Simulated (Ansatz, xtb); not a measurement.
## Relaxing a trial structure of ClH4Si2Sn

The starting geometry of this gas-phase doublet was built from a drawn formula by distance geometry and a force field; its bonds are those of `Cl[Si]1[SiH2][SnH2]1`.

| atom | x (Å) | y (Å) | z (Å) |
| --- | --- | --- | --- |
| Cl | -1.5070 | 1.5253 | -1.6251 |
| Si | -1.0903 | -0.2556 | -0.5690 |
| Si | -1.6752 | 0.0003 | 1.5471 |
| Sn | -3.3068 | -1.2811 | 0.1269 |
| H | -2.1361 | 1.3942 | 1.9014 |
| H | -0.9122 | -0.8244 | 2.4787 |
| H | -4.7009 | -0.4033 | -0.3928 |
| H | -3.2268 | -3.0295 | 0.3636 |

Where would you expect an optimisation with r2SCAN-D4/def2-SVP to take it?

It keeps its bonds, and is `Cl[Si]1[SiH2][SnH2]1`.

The energy falls by 0.42 eV over 7 steps:

```tsv
step	E − E(last) (eV)
1	0.420
2	0.050
3	0.015
4	0.002
5	0.000
6	0.000
7	0.000
```

Final geometry (Å):

```xyz
8

Cl   -1.6221    1.5794   -1.6033
Si   -0.9630   -0.2400   -0.7219
Si   -1.5911    0.0784    1.5287
Sn   -3.2333   -1.3233   -0.0441
H    -1.9862    1.4015    2.0983
H    -0.9988   -0.8136    2.5720
H    -4.7257   -0.6200   -0.4971
H    -3.4351   -2.9364    0.4980
```

From the same start GFN2-xTB ends elsewhere, differing in Si3–Sn4 (4.64 against 2.67 Å here).

No frequencies were run, so the end isn't proven a minimum. Open shells are spin-unrestricted. Atoms past krypton carry core potentials, without spin–orbit terms. Run with Ansatz 0.2.0, 87 s on 2 threads of Arm Neoverse V2, with other jobs on the host.
